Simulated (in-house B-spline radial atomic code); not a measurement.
A fraction x of an electron is moved 4f → 5f in Tb IV (Tb3+), starting from [Xe] 4f8 and keeping the highest spin. Computed with a B-spline radial code for spherical atoms: scalar-relativistic (X2C) BHandHLYP, spin-polarised, spherical fractional occupations, Fermi nucleus of rms radius 5.06 fm.

Caution: exact exchange at fractional occupations of open shells leaves self-interaction of up to several eV.

| x | E(x) - E(0) (eV) | 4f down level (eV) | 5f up level (eV) |
| --- | --- | --- | --- |
| 0 | 0.0000 | -24.476 | - |
| 0.125 | 2.0257 | -25.703 | -9.047 |
| 0.25 | 4.1668 | -26.934 | -9.328 |
| 0.375 | 6.4279 | -28.165 | -9.591 |
| 0.5 | ? | ? | ? |
| 0.625 | 11.3157 | -30.620 | -10.090 |
| 0.75 | ? | ? | ? |
| 0.875 | 16.6936 | -33.060 | -10.567 |
| 1 | 19.5664 | - | -10.801 |

**Question.** What belongs in the row x = 0.5?

**Answer.** An energy change of 8.8106 eV; 4f down at -29.394 eV, 5f up at -9.844 eV.

**Question.** What belongs in the row x = 0.75?

**Answer.** An energy change of 13.9433 eV; 4f down at -31.842 eV, 5f up at -10.330 eV.

**Question.** Check Janak's theorem between x = 0.125 and 0.25.

**Answer.** The slope of the energy is 17.13 eV; the orbital levels give 17.13 eV (ε of the receiving orbital less ε of the emptying one, averaged over the two points).
